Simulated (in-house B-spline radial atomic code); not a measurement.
Settings and results of a run for the palladium ion Pd⁴⁺. Method: scalar-relativistic (X2C) r2SCAN0, spin-polarised, spherical fractional occupations, exact exchange averaged over the configuration, Fermi nucleus of rms radius 4.5318 fm. Calculated with a radial B-spline atomic code at the basis-set limit.

Command:
```bash
python run_scf.py task.json out
```
Settings (nuclear radius in fm, mass in u):
```
Z                46
configuration    [Kr] 4d6
hamiltonian      x2c
method           r2scan0
spin_polarised   True
nucleus          fermi
rms_radius       4.5318
atomic_mass      105.90348
speed_of_light   137.035999084
exact_exchange   averaged over the configuration
```

Output (hartree, bohr):
```
 radial grid: 68 intervals, B-splines of order 8, outer radius 22.1277 bohr

 iter        energy (Eh)    residual
    1       -5041.312341    9.12e-02
    2       -5041.321253    2.38e-03
    3       -5041.321265    1.16e-03
    4       -5041.321268    5.94e-04
    5       -5041.321269    2.81e-05
    6       -5041.321269    7.76e-06
    7       -5041.321269    1.36e-06
    8       -5041.321269    2.45e-07

 total energy                     -5041.32127
 kinetic                            5265.9821
 electron-nucleus                 -12131.2291
 Hartree                            1967.4483
 exact exchange                      -35.2520
 exchange-correlation               -108.2707

 orbital      occ     eigenvalue          <r>       <r^2>       <1/r>       r_max
 1s up      1.000      -893.3216    0.0313173  0.00133618      50.107     0.02002
 1s down    1.000      -893.3223    0.0313173  0.00133618      50.107     0.02002
 2s up      1.000      -133.5020      0.13779   0.0224543     11.3098      0.1166
 2s down    1.000      -133.4538     0.137769   0.0224475      11.312      0.1166
 2p up      3.000      -119.8293     0.120421   0.0177291     10.6196     0.09318
 2p down    3.000      -119.7903     0.120394   0.0177209     10.6216     0.09317
 3s up      1.000       -26.3682     0.377835    0.163492     3.91733      0.3412
 3s down    1.000       -26.3533     0.377839    0.163442     3.91541      0.3413
 3p up      3.000       -21.8143     0.377519    0.165665     3.67011      0.3346
 3p down    3.000       -21.7941     0.377477    0.165547      3.6685      0.3347
 3d up      5.000       -14.5864     0.357079    0.152082     3.42218      0.2827
 3d down    5.000       -14.5417     0.357305    0.152189     3.41905      0.2831
 4s up      1.000        -5.6033     0.937626    0.992472     1.47298      0.8511
 4s down    1.000        -5.4094     0.933768    0.985133     1.48272      0.8465
 4p up      3.000        -4.2578      1.01611     1.17472     1.32697      0.9052
 4p down    3.000        -4.0389      1.01355     1.17049     1.33347      0.9006
 4d up      5.000        -2.2623      1.23896     1.78583     1.05841        1.04
 4d down    1.000        -2.0915      1.25454     1.84185     1.05123        1.04
```

Time taken, with all properties: 1 s on 1 thread of Arm Neoverse N1 (shared host).

One-electron X2C: radii and densities carry no picture-change correction, so inner-shell <1/r> comes out high (for 1s by about 2 % at Z = 33, 5 % at 54, 10 % at 75, 30 % at 118) and <r> low.
